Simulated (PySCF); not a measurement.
C6H6B2Cl2.
Atom-mapped SMILES: `[BH2:1][c:2]1[cH:3][cH:4][cH:5][c:6]([B:7]([Cl:8])[Cl:9])[cH:10]1` (hydrogens: H11, H12 on B1; H13 on C3; H14 on C4; H15 on C5; H16 on C10)

Theory: PySCF, PBE0-D3(BJ)/def2-SVP geometry optimisation, gas phase.

(1) Give the optimised bond lengths and angles.

## Answers

(1) 
```csv
bond,length (Å)
B1–C2,1.541
C2–C3,1.410
C3–C4,1.392
C4–C5,1.392
C5–C6,1.409
C6–B7,1.549
"B7–Cl8, B7–Cl9",1.756
C6–C10,1.404
C2–C10,1.406
"B1–H11, B1–H12",1.210
C3–H13,1.094
C4–H14,1.092
C5–H15,1.093
C10–H16,1.093
```

Bonds in one row agree within 0.01 Å and their mean is given. A selection of angles:
```csv
angle,degrees
C2–B1–H11,120.2
H11–B1–H12,119.6
B1–C2–C3,121.4
B1–C2–C10,121.0
C3–C2–C10,117.5
C2–C3–C4,121.4
C2–C3–H13,118.9
C4–C3–H13,119.7
C3–C4–C5,119.5
C3–C4–H14,120.4
C5–C4–H14,120.0
C4–C5–C6,121.3
C4–C5–H15,119.7
C6–C5–H15,118.9
C5–C6–B7,121.0
C5–C6–C10,117.8
B7–C6–C10,121.2
C6–B7–Cl8,121.2
Cl8–B7–Cl9,117.4
C6–C10–H16,118.9
C2–C10–C6,122.4
C2–C10–H16,118.7
```

Torsions: C5–C6–B7–Cl8 -1° (synperiplanar).

The 10 heavy atoms lie in one plane (0.010 Å rms). B1 (three-coordinate boron) is planar (angles 120.2°, 120.2° and 119.6°, sum 360.0°, 0.00 Å off the plane of its three neighbours). B7 (three-coordinate boron) is planar (angles 121.4°, 121.2° and 117.4°, sum 360.0°, 0.00 Å off the plane of its three neighbours). Of the pairs four or more bonds apart, Cl8···H15 is among the closest relative to their van der Waals radii: 2.72 Å, 92 % of the sum of Bondi's values. The 6-membered ring C2–C3–C4–C5–C6–C10 has internal angles of 117.5° to 122.4°; it is planar, 0.00 Å rms from its mean plane, widest ring torsion 0°.

No frequency check.

Rough CPU time on one thread of a shared machine: about 4 min. This is the geometry optimisation.
